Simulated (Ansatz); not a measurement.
Input file for Ansatz (a program for electronic structure): R-CCSD(T)/def2-SVPD on GeH4 (SMILES [GeH4]). The run froze 14 orbitals, filled d shells among them.

Ansatz 0.2 input:
```yaml
crystal:
  periodic: [false, false, false]
  atoms:
    - {symbol: Ge, position_ang: [0.00278468, -0.05389299, 3.32575856]}
    - {symbol: H, position_ang: [0.16230253, -0.97509298, 4.54213266]}
    - {symbol: H, position_ang: [0.00206491, -0.92646081, 2.05334456]}
    - {symbol: H, position_ang: [1.17450775, 0.93211533, 3.24685554]}
    - {symbol: H, position_ang: [-1.32673365, 0.70618286, 3.40361627]}
basis:
  gaussian:
    orbitals: def2-SVPD
magnetization: {spin_polarized: false}
correlation: {method: ccsd_t, electrons: outside_noble_gas}
scf: {lower_state_search: off}
```

The log:

```
Functional definition: HF
[...]
these checks for a lower state are left out or cut short: stability, starts, cluster_reference, orbital_swaps, neighbouring_geometries, increment
integrals: 0.05 GiB planned
682 factors; integrals over basis functions are off by at most 1.4e-3 eV
mean field: 0.14 GiB planned
mean field evaluation 1: about -56528.8438 eV, gradient 9.8e0 eV
mean field evaluation 2: about -56528.8559 eV, gradient 9.8e0 eV
mean field evaluation 4: about -56529.3300 eV, gradient 1.7e0 eV
mean field evaluation 8: about -56529.3356 eV, gradient 8.8e-5 eV
mean field -56529.33556905 eV, -2077.4147652028 hartree, gradient 6.8e-7 eV, S^2 0.000000; 0 other end points of the search recorded, 0 dependent functions left out
14 core orbitals not correlated
reference -56529.33556905 eV, -2077.4147652028 hartree; 4, 4 occupied and 52, 52 virtual orbitals, 682 factors
second order -3.19806088 eV of doubles, -0.00000000 eV of singles
coupled cluster: 0.12 GiB planned
cycle   1  -3.79708667 eV  change   -6.0e-1 eV  update   5.5e-2
cycle   2  -4.01039593 eV  change   -2.1e-1 eV  update   1.9e-2
cycle   3  -4.01494159 eV  change   -4.5e-3 eV  update   3.9e-3
cycle   4  -4.01408479 eV  change    8.6e-4 eV  update   1.2e-3
cycle   5  -4.01385601 eV  change    2.3e-4 eV  update   3.6e-4
cycle   6  -4.01380677 eV  change    4.9e-5 eV  update   7.1e-5
cycle   7  -4.01381744 eV  change   -1.1e-5 eV  update   1.7e-5
cycle   8  -4.01382058 eV  change   -3.1e-6 eV  update   4.0e-6
perturbative correction -0.07676830 eV, -0.0028211829 hartree
Total energy: -56533.42615793 eV, -2077.5650915714 hartree
Checks for a lower state left out: stability, starts, cluster_reference, orbital_swaps, neighbouring_geometries, increment
```

The calculation finished and met its thresholds.

Cost: very roughly 0.7 core-seconds.
